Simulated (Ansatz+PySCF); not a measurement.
A calculation with PySCF 2.14.0.

```python
from pyscf import gto, scf

mol = gto.M(atom="""
Cu 0.000000 0.000000 -0.053140
H 0.000000 0.000000 1.541070
""", basis='def2-svp', charge=0, spin=0)
mf = scf.UHF(mol)
mf.init_guess = 'atom'
mf.kernel()
while True:  # follow internal instabilities
    mo, _, stable, _ = mf.stability(return_status=True)
    if stable: break
    mf.kernel(mf.make_rdm1(mo, mf.mo_occ))
print(mf.converged, mf.e_tot, mf.spin_square()[0])
```

The script is written out from the run's settings.

Results

```json
{
  "Converged": "yes",
  "Total energy": "-1639.23843 hartree",
  "Spin squared of the determinant": "0.000"
}
```
